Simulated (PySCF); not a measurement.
**Radial density of N⁺ (nitrogen, charge +1)**

B97-3, [He] 2s1 2p3, 2s spin antiparallel (an excited configuration). Calculation: PySCF 2.14, in x2c-QZVPPall (7s4p3d2f1g, 57 functions); scalar relativity by spin-free X2C-1e.

| r (bohr) | 4πr²ρ (e/bohr) | 4πr²(ρα − ρβ) |
| --- | --- | --- |
| 0.00425 | 0.04511 | -0.0014 |
| 0.00715 | 0.1212 | -0.0038 |
| 0.0120 | 0.3173 | -0.0099 |
| 0.0202 | 0.7951 | -0.0246 |
| 0.0340 | 1.845 | -0.0562 |
| 0.0573 | 3.768 | -0.1097 |
| 0.0963 | 6.214 | -0.1534 |
| 0.162 | 7.235 | -0.0550 |
| 0.273 | 4.981 | 0.3798 |
| 0.458 | 2.483 | 1.0562 |
| 0.771 | 2.882 | 1.4222 |
| 1.30 | 2.482 | 1.0745 |
| 2.18 | 0.6550 | 0.3361 |
| 3.67 | 0.02932 | 0.0189 |
| 6.17 | 9.316e-05 | 0.0001 |

Densities and radii are taken from the X2C orbitals without a picture-change correction, which distorts them close to the nucleus.

With the s spin flipped the determinant is a mixture of two multiplicities, not a spectroscopic state.
